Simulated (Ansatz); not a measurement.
[CuH2]- (CuH₂⁻), relaxed as a singlet with RKS r2SCAN-D4/def2-TZVPD in Ansatz, starting from the GFN2-xTB geometry. Force threshold 0.02 eV/Å.

The highest occupied level of the charge -1 singlet lies above zero (up to 0.60 eV). By energy differences its removal costs 2.76 eV (vertical, to the charge 0 doublet, at r2SCAN-D4/def2-TZVPD), and other spins of that charge weren't run; a positive level beside a positive removal energy at the same level points to self-interaction error.

Start:

```csv
atom,x (Å),y (Å),z (Å)
Cu1,0.000,0.000,0.000
H2,0.104,1.525,-0.277
H3,-0.104,-1.525,0.277
```

| step | energy (eV) | largest force component (eV/Å) | SCF passes |
| --- | --- | --- | --- |
| 1 | -44673.4457 | 0.028 | 44 |
| 2 | -44673.4458 | 0.012 | 19 |

Force components are those of the run's own axes.

End:

```xyz
3

Cu    0.0000    0.0000    0.0000
H     0.1040    1.5261   -0.2769
H    -0.1040   -1.5261    0.2768
```

By distances, no bond broke or formed. The bond that changes most is Cu1–H2, from 1.55 to 1.55 Å (atoms count from 1).

No frequencies were taken in this run, so the end may be a saddle point.

Run time 3.1 s (4 threads of Arm Neoverse N1 on a shared host).
